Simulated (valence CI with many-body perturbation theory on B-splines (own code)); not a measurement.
## Ga¹⁶⁺: electric-dipole lines

Calculated by configuration interaction combined with many-body perturbation theory (CI+MBPT): five valence electrons over a frozen Dirac-Fock core [Ne], radial functions for each j: 11 s, 11 p, 10 d, 8 f, 5 g, 2 h, with the one-electron correlation potential Σ1 (screened to all orders), the two-electron term Σ2, the three-electron term Σ3, Breit, model QED; selected single and double excitations, second order for the rest, scaled by the run's own slope (own B-spline code, finite nucleus).

No measured levels were compared; by estimate levels of excited configurations hold to 0.05 to 0.15 % of their energy, terms of the ground configuration to about 0.5 %. Among the levels kept, up to 3300 cm⁻¹ of a level comes from second order outside the variational space, and about a tenth of that is noise between levels of different J, which matters for small intervals.

Lines 1 to 50 of 577 in falling wavelength, among levels below 182.74 eV, chosen from the strongest by gf and those to the six lowest levels. Wavelengths and rates use the calculated energies, so an error of 300 cm⁻¹ moves a line at 361.5 Å by 0.11 % and its rate by three times that or more. Electric multipoles are in the length gauge, E1 and E2 with the static RPA response of the core. Weak lines are less certain than strong ones. Lines between different terms over intervals too small for the method are left out, as are lines whose strength nearly cancels. Where a level lies close to another of its J and parity, the split of strength between their lines is uncertain. The highest levels of a list are the least certain.

Names give the largest LS component (configuration and term), which can be under half, so a name can repeat, a term be missing and a line seem to break the LS rules; names also repeat where a configuration has a term twice. Letters in brackets count levels of one name in rising energy.

| λ vac (Å) | Upper | Lower | A (s⁻¹) | log gf | Branch % |
| --- | --- | --- | --- | --- | --- |
| 361.5 | 3p4 3d 4F_9/2 | 3s 3p3 3d 4D°_7/2 [d] | 9.10e+08 | -0.75 | 4.3 |
| 358.1 | 3s 3p4 4P_3/2 | 3s2 3p3 2P°_3/2 | 5.05e+07 | -2.41 | 1.5 |
| 343.8 | 3p4 3d 4F_7/2 | 3s 3p3 3d 4D°_5/2 [d] | 6.22e+08 | -1.05 | 2.9 |
| 333.4 | 3p4 3d 4F_9/2 | 3s 3p3 3d 2F°_7/2 [b] | 5.44e+08 | -1.04 | 2.6 |
| 328.2 | 3p4 3d 4F_9/2 | 3s 3p3 3d 2G°_9/2 [b] | 5.82e+08 | -1.03 | 2.8 |
| 320.6 | 3s 3p4 4P_1/2 | 3s2 3p3 2P°_1/2 | 8.80e+07 | -2.57 | 2.3 |
| 317.0 | 3s 3p4 4P_5/2 | 3s2 3p3 2D°_5/2 | 1.14e+08 | -1.99 | 4.0 |
| 302.8 | 3s 3p4 4P_5/2 | 3s2 3p3 2D°_3/2 | 1.53e+08 | -1.90 | 5.3 |
| 300.6 | 3p4 3d 4F_7/2 | 3s 3p3 3d 2G°_7/2 [b] | 1.61e+09 | -0.76 | 7.5 |
| 293.8 | 3s 3p4 4P_3/2 | 3s2 3p3 2D°_5/2 | 3.99e+07 | -2.69 | 1.2 |
| 290.3 | 3p5 2P°_3/2 | 3s2 3p2 3d 2P_3/2 [a] | 3.21e+09 | -0.79 | 23.8 |
| 288.3 | 3s 3p4 2D_3/2 | 3s2 3p3 2P°_3/2 | 7.31e+07 | -2.44 | 1.1 |
| 281.6 | 3s 3p4 2D_5/2 | 3s2 3p3 2P°_3/2 | 9.71e+08 | -1.16 | 17.1 |
| 276.6 | 3s 3p3 3d 4F°_9/2 [a] | 3s2 3p2 3d 4F_9/2 | 1.17e+09 | -0.87 | 51.3 |
| 271.5 | 3s 3p3 3d 4F°_7/2 [a] | 3s2 3p2 3d 4F_7/2 | 1.02e+09 | -1.04 | 42.5 |
| 270.0 | 3p4 3d 2D_3/2 | 3s 3p3 3d 4P°_5/2 [b] | 2.75e+09 | -0.92 | 22.1 |
| 269.6 | 3s 3p4 2D_3/2 | 3s2 3p3 2P°_1/2 | 3.58e+08 | -1.81 | 5.2 |
| 266.3 | 3p4 3d 4F_9/2 | 3s 3p3 3d 4F°_9/2 [b] | 2.14e+09 | -0.64 | 10.2 |
| 260.8 | 3s 3p4 4P_5/2 | 3s2 3p3 4S°_3/2 | 2.61e+09 | -0.80 | 90.5 |
| 250.3 | 3s 3p3 3d 4S°_3/2 | 3s2 3p2 3d 4P_5/2 | 3.18e+09 | -0.92 | 3.4 |
| 249.5 | 3p5 2P°_3/2 | 3s 3p4 2D_5/2 | 6.27e+09 | -0.63 | 46.4 |
| 248.1 | 3s 3p3 3d 4G°_11/2 | 3s2 3p2 3d 4F_9/2 | 5.72e+09 | -0.20 | 95.5 |
| 244.9 | 3s 3p4 4P_3/2 | 3s2 3p3 4S°_3/2 | 3.32e+09 | -0.92 | 97.3 |
| 243.1 | 3s2 3p 3d2 4G°_7/2 [a] | 3s2 3p2 3d 2F_7/2 [b] | 1.19e+09 | -1.08 | 1.5 |
| 243.0 | 3s2 3p2 3d 2P_3/2 [a] | 3s2 3p3 2P°_3/2 | 7.93e+08 | -1.55 | 5.8 |
| 241.9 | 3s 3p3 3d 4G°_9/2 | 3s2 3p2 3d 4F_7/2 | 6.26e+09 | -0.26 | 93.6 |
| 240.3 | 3s 3p4 2D_5/2 | 3s2 3p3 2D°_5/2 | 4.65e+09 | -0.62 | 82.1 |
| 239.9 | 3s 3p4 4P_1/2 | 3s2 3p3 4S°_3/2 | 3.62e+09 | -1.20 | 95.9 |
| 238.9 | 3s 3p3 3d 4D°_7/2 [c] | 3s2 3p2 3d 4P_5/2 | 1.27e+09 | -1.06 | 1.4 |
| 237.5 | 3p4 3d 4F_7/2 | 3s 3p3 3d 2G°_9/2 [a] | 1.37e+09 | -1.03 | 6.4 |
| 237.0 | 3s2 3p 3d2 4G°_7/2 [b] | 3s2 3p2 3d 2F_7/2 [b] | 1.27e+09 | -1.07 | 1.9 |
| 236.6 | 3s 3p4 2D_3/2 | 3s2 3p3 2D°_3/2 | 6.36e+09 | -0.67 | 91.6 |
| 235.6 | 3s 3p3 3d 4G°_7/2 | 3s2 3p2 3d 4F_5/2 | 6.41e+09 | -0.37 | 87.7 |
| 233.0 | 3s 3p3 3d 4F°_9/2 [b] | 3s2 3p2 3d 4D_7/2 | 3.28e+09 | -0.57 | 25.9 |
| 231.8 | 3s 3p3 3d 4G°_5/2 | 3s2 3p2 3d 4F_3/2 | 6.42e+09 | -0.51 | 84.1 |
| 231.2 | 3s 3p3 3d 2G°_9/2 [a] | 3s2 3p2 3d 2F_7/2 [a] | 3.37e+09 | -0.57 | 74.7 |
| 229.6 | 3s2 3p2 3d 2P_3/2 [a] | 3s2 3p3 2P°_1/2 | 7.52e+08 | -1.62 | 5.5 |
| 229.2 | 3p4 3d 4F_9/2 | 3s 3p3 3d 4G°_11/2 | 7.31e+09 | -0.24 | 34.6 |
| 226.5 | 3s 3p4 2S_1/2 [a] | 3s2 3p3 2P°_1/2 | 5.83e+09 | -1.05 | 32.1 |
| 226.2 | 3s 3p3 3d 2G°_7/2 [a] | 3s2 3p2 3d 2F_5/2 [a] | 2.69e+09 | -0.78 | 62.1 |
| 226.0 | 3p4 3d 4D_7/2 | 3s 3p3 3d 4F°_9/2 [a] | 1.06e+10 | -0.19 | 46.8 |
| 226.0 | 3p4 3d 4F_9/2 | 3s 3p3 3d 4G°_9/2 | 1.98e+09 | -0.82 | 9.4 |
| 223.8 | 3s 3p3 3d 2D°_5/2 [d] | 3s2 3p2 3d 2P_3/2 [c] | 2.10e+09 | -1.02 | 2.4 |
| 223.3 | 3p4 3d 4D_5/2 | 3s 3p3 3d 4F°_7/2 [a] | 1.05e+10 | -0.33 | 50.7 |
| 222.6 | 3s 3p3 3d 2P°_3/2 [a] | 3s2 3p2 3d 2P_3/2 [b] | 3.64e+09 | -0.97 | 3.3 |
| 222.1 | 3s 3p3 3d 4F°_7/2 [b] | 3s2 3p2 3d 4D_5/2 | 5.71e+09 | -0.47 | 37.4 |
| 220.7 | 3p4 3d 4F_7/2 | 3s 3p3 3d 4G°_9/2 | 4.30e+09 | -0.60 | 20.1 |
| 220.5 | 3s 3p3 3d 2F°_5/2 [c] | 3s2 3p2 3d 2F_5/2 [b] | 3.40e+09 | -0.83 | 3.6 |
| 220.5 | 3s 3p3 3d 2G°_7/2 [b] | 3s2 3p2 3d 2G_7/2 | 6.81e+09 | -0.40 | 17.4 |
| 220.0 | 3s 3p3 3d 2F°_7/2 [c] | 3s2 3p2 3d 2F_7/2 [b] | 1.77e+09 | -0.99 | 2.0 |

Q: How does gf follow from A for the line at 270.0 Å?

A: gf = 1.4992 × (2J+1)_upper × A / σ², with σ = 370408 cm⁻¹ and 2J+1 = 4: gf = 0.120.
